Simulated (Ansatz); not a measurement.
```yaml
crystal:
  periodic: [false, false, false]
  atoms:
    - {symbol: C, position_ang: [-0.187238, 0.581663, -2.317769]}
    - {symbol: Si, position_ang: [-0.901183, 0.669004, -0.600404]}
    - {symbol: N, position_ang: [0.034622, -0.179141, 0.574079]}
    - {symbol: C, position_ang: [0.159308, -1.598994, 0.521053]}
    - {symbol: Si, position_ang: [0.789430, 0.536228, 2.015238]}
    - {symbol: H, position_ang: [-0.866115, 1.032114, -3.047412]}
    - {symbol: H, position_ang: [-0.104729, -0.462771, -2.575103]}
    - {symbol: H, position_ang: [0.762687, 1.053735, -2.322570]}
    - {symbol: H, position_ang: [-2.298214, 0.048986, -0.591824]}
    - {symbol: H, position_ang: [-1.081495, 2.027003, -0.062188]}
    - {symbol: H, position_ang: [0.032225, -1.950240, -0.530684]}
    - {symbol: H, position_ang: [-0.610941, -2.130214, 1.099538]}
    - {symbol: H, position_ang: [1.154538, -1.970573, 0.828855]}
    - {symbol: H, position_ang: [0.149680, 0.121593, 3.261675]}
    - {symbol: H, position_ang: [2.187794, 0.160359, 2.037247]}
    - {symbol: H, position_ang: [0.679678, 2.083578, 1.862906]}
basis:
  gaussian: {orbitals: def2-TZVPD}
hamiltonian: {xc: {name: wB97X-V}}
scf: {lower_state_search: light}
```

```sh
$ ansatz run in.yaml --threads 2 --pin off --events-out ev --progress --plain --max-ram 32768MiB --backend cuda --devices 0, --max-vram 18GiB
```

Output, abridged:

```
Functional definition: wB97X-V
1656 factors; their error is unknown
660 factors; integrals over basis functions are off by at most 2.9e-6 eV
mean field evaluation 1: about -19491.7128 eV, gradient 5.6e1 eV
mean field evaluation 2: about -19492.5469 eV, gradient 5.2e1 eV
mean field evaluation 4: about -19498.1241 eV, gradient 2.4e0 eV
mean field evaluation 8: about -19498.1517 eV, gradient 7.0e-2 eV
mean field evaluation 16: about -19498.1338 eV, gradient 7.7e-5 eV
mean field -19498.13378197 eV, -716.5432001776 hartree, gradient 1.8e-5 eV, S^2 0.000000; 0 other end points of the search recorded, 0 dependent functions left out
reference -19498.13377892 eV, -716.5432000655 hartree; 29, 29 occupied and 267, 267 virtual orbitals, 1656 factors
Total energy: -19498.13377892 eV, -716.5432000655 hartree
```

It took 5.5 s on 2 threads of an AMD EPYC 7R13 on a shared host and a share of an NVIDIA H100 80 GB, with 0.93 GiB of host memory at the peak.
